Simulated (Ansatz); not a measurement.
System: sum formula AlNO2H4, charge 0, multiplicity 1. SMILES: [OH][Al]([OH])[NH2]
Geometry from a B3LYP-D3(BJ)/def2-TZVP (Ansatz, a quantum-chemistry and plane-wave program) optimisation:
```
Al
O 1 1.6957
H 2 0.9575 1 122.75
O 1 1.6989 2 118.86 3 0.00
H 4 0.9568 1 125.27 2 180.00
N 1 1.7629 2 117.55 3 180.00
H 6 1.0063 1 125.88 2 180.00
H 6 1.0075 7 110.53 1 180.00
```
Charge 0, spin multiplicity 1.

Quantity: vertical ionisation energy (to the doublet state of charge +1; each state is the SCF solution reached for its spin), in eV. Valence correlation only, unless marked. UHF or UKS for open shells. No spin-orbit coupling. Non-relativistic. Basis-set limits of correlation are two-point, X^-3; Hartree-Fock from the larger set. [CCSD(T)-MP2]/basis is that difference in the basis named.

RI-MP2/CBS(aug-cc-pV(T+d)Z,aug-cc-pV(Q+d)Z)+[CCSD(T)-MP2]/aug-cc-pV(T+d)Z (Ansatz) gives 10.15 eV.

Question: Another calculation gave 9.90 eV. Which level was it?
(A) B3LYP/def2-TZVPD (Ansatz)
(B) BHLYP/def2-TZVPD (Ansatz)
(C) r2SCAN/def2-TZVPD (Ansatz)
(D) wB97X-V/def2-TZVPD (Ansatz)

Answer: A, B3LYP/def2-TZVPD (Ansatz). The others give 10.05 (wB97X-V), 9.64 (r2SCAN), 9.78 (BHLYP) eV.
